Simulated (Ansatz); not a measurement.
H$_{4}$O$_{2}$Sn, SMILES `[OH][SnH2][OH]`, relaxed with RKS PBE0-D4/def2-TZVP in Ansatz from a PBE-D4/def2-SVP geometry. The force threshold is 0.005 eV/Å; the program also tests the step.

Charge 0, multiplicity 1. Sn: def2 effective core potential.

Start:

```xyz
7

O     0.044   -0.361    1.740
Sn   -0.057   -0.488   -0.265
O    -0.888    1.184   -1.013
H     0.838    0.138    2.012
H     1.542   -0.696   -0.912
H    -1.230   -1.700   -0.563
H    -0.249    1.923   -0.999
```

```csv
step,energy (eV),largest force (eV/Å),largest move (Å)
1,-9988.7508,0.963,0.000
2,-9988.8195,0.296,0.089
3,-9988.8282,0.055,0.035
4,-9988.8291,0.016,0.013
5,-9988.8292,0.005,0.006
6,-9988.8292,0.002,0.003
7,-9988.8292,0.007,0.008
8 (rejected),-9988.8261,0.462,0.077
9,-9988.8295,0.006,0.027
10,-9988.8296,0.036,0.013
11 (rejected),-9988.8295,0.135,0.025
13 (rejected),-9988.8296,0.173,0.040
15,-9988.8300,0.146,0.037
17,-9988.8320,0.014,0.065
19 (rejected),-9988.7767,1.679,0.186
21 (rejected),-9988.8283,0.559,0.087
23 (rejected),-9988.8334,0.177,0.046
25,-9988.8339,0.042,0.023
27,-9988.8347,0.111,0.022
29,-9988.8384,0.171,0.120
31 (rejected),-9988.8068,1.984,0.194
33,-9988.8665,0.192,0.100
35 (rejected),-9988.8726,0.165,0.026
37,-9988.8746,0.002,0.030
39,-9988.8746,0.001,0.001
```

End:

```xyz
7

O     0.128   -0.295    1.653
Sn    0.039   -0.497   -0.296
O    -0.207    1.294   -1.059
H     0.859    0.255    1.945
H     1.527   -1.003   -0.943
H    -1.331   -1.474   -0.532
H    -1.016    1.722   -0.769
```

It took 43 s on 4 threads of an Arm Neoverse V2 on a shared host, with 0.26 GiB of host memory at the peak.
